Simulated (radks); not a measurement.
Problem. Hg X, 71 electrons, occupied as [Xe] 4f14 5d3. Calculated with a radial shooting solver on a logarithmic mesh with Libxc functionals: scalar-relativistic Kohn-Sham, PBE, spin-polarised, spherical densities, finite nucleus; open shells are filled with parallel spins first (spin-orbit coupling, left out, can overturn this in heavy ions); Fermi nuclear charge, rms radius 5.4648 fm. Some entries of the table are withheld. Estimate them.

| orbital | occ. | eigenvalue (eV) | <1/r> (bohr^-1) | r(max) (bohr) |
|---|---|---|---|---|
| 1s down | 1 | -83289.09 | 97.53 | 0.01023 |
| 1s up | 1 | -83289.08 | 97.53 | 0.01023 |
| 2s up | 1 | -14889.32 | 22.88 | 0.05915 |
| 2s down | 1 | -14888.94 | 22.89 | 0.05915 |
| 2p up | 3 | -12865.16 | 20.28 | 0.04906 |
| 2p down | 3 | -12864.85 | 20.28 | 0.04906 |
| 3s up | 1 | -3649.016 | 8.486 | 0.1667 |
| 3s down | 1 | -3648.871 | 8.486 | 0.1667 |
| 3p up | 3 | -3063.846 | 7.722 | 0.1663 |
| 3p down | 3 | -3063.684 | 7.722 | 0.1663 |
| 3d up | 5 | -2447.261 | 7.261 | 0.1355 |
| 3d down | 5 | -2446.984 | 7.261 | 0.1355 |
| 4s up | 1 | -919.8425 | 3.644 | 0.3756 |
| 4s down | 1 | -919.4812 | 3.644 | 0.3756 |
| 4p up | 3 | -727.7695 | 3.287 | 0.3956 |
| 4p down | 3 | -727.4295 | 3.287 | 0.3956 |
| 4d up | 5 | -499.5761 | 2.951 | 0.4024 |
| 4d down | 5 | -499.1718 | 2.952 | 0.4025 |
| 5s up | 1 | -264.4223 | 1.545 | 0.8208 |
| 5s down | 1 | -261.8069 | 1.554 | 0.8177 |
| 4f up | 7 | -246.3614 | 2.547 | 0.3658 |
| 4f down | 7 | -245.7993 | 2.552 | 0.3658 |
| 5p up | 3 | -209.8504 | 1.352 | 0.9101 |
| 5p down | 3 | -206.7246 | 1.360 | 0.9059 |
| 5d up | 3 | -144.2986 | (1) | 1.064 |
| 5d down | 0 | -140.8597 | (2) | 1.060 |
| 6s up | 0 | -114.1029 | 0.7589 | (3) |
| 6s down | 0 | -111.8042 | 0.7524 | (4) |
| 6p up | 0 | (5) | 0.6728 | 1.915 |
| 6p down | 0 | (6) | 0.6693 | 1.916 |

Solution. 
(1) 5d up <1/r> (bohr^-1): 1.105
(2) 5d down <1/r> (bohr^-1): 1.107
(3) 6s up r(max) (bohr): 1.697
(4) 6s down r(max) (bohr): 1.704
(5) 6p up eigenvalue (eV): -96.0681
(6) 6p down eigenvalue (eV): -94.0140
